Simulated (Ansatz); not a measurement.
Cost and result for the atomization energy of CH₇BFNOSi (`C[Si](N)(F)BO`) (13 atoms, 12 bonds).

Cartesian coordinates in Å:
```
C 1.587 1.086 0.089
Si -0.091 0.395 -0.320
N -1.212 0.905 0.860
F -0.429 0.966 -1.800
B -0.227 -1.625 -0.470
O -1.343 -2.213 0.024
H 1.551 2.177 0.156
H 2.314 0.826 -0.684
H 1.948 0.701 1.045
H -2.085 0.417 0.976
H -1.263 1.852 1.197
H 0.615 -2.322 -0.982
H -1.365 -3.167 -0.091
```

Total charge 0; spin multiplicity 1. The structure was optimised at the PBE0-D4/def2-TZVP level. It is one conformer, not always the lowest. Program: Ansatz. All runs use 2 threads of an AMD EPYC 7R13 on a shared host and a share of an NVIDIA H100 80 GB. Times are those of one run each, without the atoms' runs, and a repeat can differ threefold. Electronic energies, without spin–orbit coupling; frozen cores. CCSD(T)/CBS adds CCSD(T) − MP2 in def2-TZVPP to the MP2 limit, and its time is that of the two runs behind it. T1 = 0.013. B3LYP takes the VWN-RPA correlation (the form of Gaussian; ORCA's B3LYP/G).

CCSD(T)/CBS is a level of theory with its own doubt, some kJ/mol a heavy atom from the limit and from the frozen cores, so smaller differences don't rank the functionals.

```tsv
level	functions	wall time	atomization (kcal/mol)	difference from CCSD(T)/CBS	per bond
PBE0-D4/def2-TZVPP	295	1.6 s	1200.0	-3.8	-0.3
PBE-D4/def2-TZVPP (with forces)	295	1.8 s	1222.2	18.4	1.5
r2SCAN-D4/def2-TZVPP (with forces)	295	2 s	1204.4	0.6	0.0
B3LYP-D4/def2-TZVPP (with forces)	295	2.1 s	1204.0	0.2	0.0
B2PLYP/def2-TZVPP	295	2.1 s	1192.0	-11.8	-1.0
ωB97X-V/def2-TZVPP	295	2.5 s	1207.0	3.2	0.3
ωB97M-V/def2-TZVPP (with forces)	295	2.9 s	1208.1	4.3	0.4
MP2/def2-QZVPP	565	4 s	1213.7	9.9	0.8
CCSD(T)/def2-TZVPP	295	4.6 s	1170.3	-33.5	-2.8
CCSD(T)/CBS(def2)	–	8.6 s	1203.8	0.0	0.0
```

The D4 term adds +10.0 kcal/mol with B3LYP and +5.3 kcal/mol with PBE0; it sums over pairs of atoms, weighted by their polarisabilities, and B3LYP, whose exchange is more repulsive, gets the larger term. In def2-TZVPP, CCSD(T) changes the Hartree–Fock value by +288.0 kcal/mol (the triples alone add +16.3 kcal/mol) and MP2 by +311.3 kcal/mol; breaking electron pairs costs correlation energy, which Hartree–Fock lacks. From PBE to PBE0 (25 % exact exchange), in def2-TZVPP and without D4, the atomization energy moves by −21.3 kcal/mol: exact exchange takes away binding that semilocal exchange gives to molecules.
